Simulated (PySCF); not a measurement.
## Computed vibrations of LuCl3(H2O)

LuCl3(H2O) (singlet in the valence; each metal's 4f electrons, 14 of them, lie in its core potential, out of spins and levels). PySCF 2.14.0, RKS PBE0, Lu lcecp-1-SVP with ECP60, Cl def2-SVP, O def2-SVP, H def2-SVP; non-relativistic Hamiltonian with scalar-relativistic core potentials where named; density fitting; no spin-orbit coupling. Central differences of gradients.

```xyz
7

Lu    0.0131   -0.0225    0.0225
Cl    1.1003    1.8516    1.1351
Cl   -1.6004   -1.3062    1.3062
Cl    1.1003   -1.1351   -1.8516
O    -1.2733    1.3208   -1.3208
H    -1.4455    2.2571   -1.1513
H    -1.4455    1.1513   -2.2571
```

Run from Python with OMP_NUM_THREADS=2. Where DIIS fails, smearing, a level shift and second-order steps follow.
It took 2.2 min on 2 threads of Arm Neoverse V1, on a shared host.

(1) What are the harmonic wavenumbers and infrared intensities?

(2) Is this a minimum?

An lcecp potential fixes the number of 4f electrons, so in runs with it no electron can move into or out of that shell.

Results:

(1) Modes are labelled in Cs; negative numbers are unstable modes, those under 60 cm⁻¹ near the noise; a finer grid moves soft modes by up to 10 cm⁻¹.
| cm⁻¹ | km/mol | symmetry |
| --- | --- | --- |
| -26 | – | a'' |
| 52 | 26.0 | a' |
| 68 | 27.4 | a' |
| 74 | 4.5 | a' |
| 77 | 1.3 | a'' |
| 150 | 9.1 | a'' |
| 258 | 208.1 | a' |
| 324 | 5.6 | a' |
| 336 | 6.0 | a' |
| 342 | 68.5 | a'' |
| 350 | 128.2 | a' |
| 509 | 66.8 | a'' |
| 1606 | 122.9 | a' |
| 3831 | 167.5 | a' |
| 3925 | 204.5 | a'' |

(2) Probably not: 1 unstable, though so soft as to be near the noise; the lowest moves the atoms so:
```
Lu   0.00 -0.01 -0.01
Cl  -0.03  0.05 -0.07
Cl   0.00 -0.04 -0.04
Cl   0.03 -0.07  0.05
O    0.00  0.19  0.19
H    0.59  0.31  0.12
H   -0.59  0.12  0.31
```
